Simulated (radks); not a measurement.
Results of a calculation; reference values are marked as such.
Task: The cerium ion Ce3+, configuration [Kr] 4d10 4f1 5s1.5 5p6 6p0.5 (fractional occupations, a model configuration). Code: a radial shooting solver on a logarithmic mesh with Libxc functionals. Model: scalar-relativistic Kohn-Sham, BLYP, spin-unpolarised, spherical densities, finite nucleus; Fermi nuclear charge, rms radius 4.8771 fm. Some entries of the table are withheld. Estimate them.

orbital,occ.,eigenvalue (hartree),<1/r> (bohr^-1),<r> (bohr)
1s,2,-1480.980,63.34,0.02457
2s,2,-237.9857,14.60,0.1052
2p,6,-213.2741,13.83,(1)
3s,2,-52.02728,5.299,0.2787
3p,6,-44.16750,5.018,0.2767
3d,10,-32.99488,4.760,0.2536
4s,2,-11.31882,2.212,0.6372
4p,6,-8.75208,2.041,0.6746
4d,10,-5.05693,1.780,0.7435
5s,1.5,-2.44527,0.8897,1.490
5p,6,-1.78136,0.7716,1.696
4f,1,-1.17692,1.248,1.038
5d,0,-0.94213,0.5598,2.295
6s,0,-0.81795,0.3864,3.332
6p,0.5,-0.64562,0.3329,(2)

Result: 
(1) 2p <r> (bohr): 0.09236
(2) 6p <r> (bohr): 3.865
